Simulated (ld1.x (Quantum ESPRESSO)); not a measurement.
An all-electron radial function and its pseudo partner (cadmium (Cd))

Columns: radius, all-electron u(r) and pseudo u(r) of the 4d shell (level -11.73 eV) of cadmium in the configuration [Ar] 3d10 4s2 4p6 4d10 5s2 5p0; PBEsol, scalar-relativistic, TM semilocal scheme, ld1.x (Quantum ESPRESSO) 7.5.

```tsv
r (bohr)	all-electron	pseudo
0.062	0.1003	-0.0015
0.125	0.3317	-0.0118
0.188	0.4702	-0.0385
0.250	0.4575	-0.0857
0.312	0.3308	-0.1551
0.375	0.1377	-0.2462
0.438	-0.0767	-0.3528
0.500	-0.2805	-0.4653
0.562	-0.4614	-0.5770
0.625	-0.6146	-0.6820
0.688	-0.7350	-0.7720
0.750	-0.8227	-0.8423
0.812	-0.8834	-0.8933
0.875	-0.9213	-0.9260
0.938	-0.9395	-0.9416
1.000	-0.9422	-0.9431
1.062	-0.9332	-0.9334
1.125	-0.9150	-0.9150
1.188	-0.8900	-0.8900
1.250	-0.8608	-0.8608
1.312	-0.8285	-0.8285
1.375	-0.7937	-0.7937
1.438	-0.7579	-0.7579
1.500	-0.7223	-0.7223
1.562	-0.6870	-0.6870
1.625	-0.6517	-0.6517
```

Task: How many radial nodes do the two functions have?

Result: The all-electron 4d function has n − l − 1 = 1; the pseudo-wave has 0, since the states of the same l below it are removed with the core.

Task: At about which radius was the pseudo-wave matched?

Result: 1.25 bohr. The columns agree to 0.0005 from 1.06 bohr on; several derivatives are matched, so the curves merge somewhat inside the radius.

Task: Is the pseudo-wave norm-conserving?

Result: Yes: the TM semilocal scheme keeps the norm inside the radius equal to the all-electron one, which fixes the energy derivative of the logarithmic derivative at the level.
